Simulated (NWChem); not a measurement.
System: SiNH4OCl; SMILES N[SiH](O)Cl

```xyz
8

Si    -0.0771    -0.5332    -0.4050
N      1.2501    -1.3414     0.2814
O     -1.4318    -1.0303     0.4008
Cl    -0.0555     1.5508    -0.2187
H     -0.0776    -0.8004    -1.8628
H      2.1148    -1.4568    -0.2324
H      1.3858    -1.3853     1.2846
H     -2.1190    -0.3650     0.5037
```
Atoms are numbered in this order, from 1.

All runs: NWChem. Coordinates come from a PBE0/def2-SVP optimisation. GIAO values for the isolated, static molecule; σ is the absolute isotropic shielding, δ = σ(reference) − σ with the isolated reference molecule computed at the same levels (1H: tetramethylsilane, 15N: ammonia, 17O: water, 29Si: tetramethylsilane).

Problem. What does the run give for PBE/pcSseg-1? Quantities: δ Si1 (ppm); δ N2 (ppm); δ O3 (ppm); σ Cl4 (ppm); δ H5 (ppm); δ H6 (ppm); δ H8 (ppm).

Solution. 
```json
{
  "δ Si1 (ppm)": "-24.7",
  "δ N2 (ppm)": "43.7",
  "δ O3 (ppm)": "77.3",
  "σ Cl4 (ppm)": "811.3",
  "δ H5 (ppm)": "5.40",
  "δ H6 (ppm)": "1.03",
  "δ H8 (ppm)": "1.31"
}
```
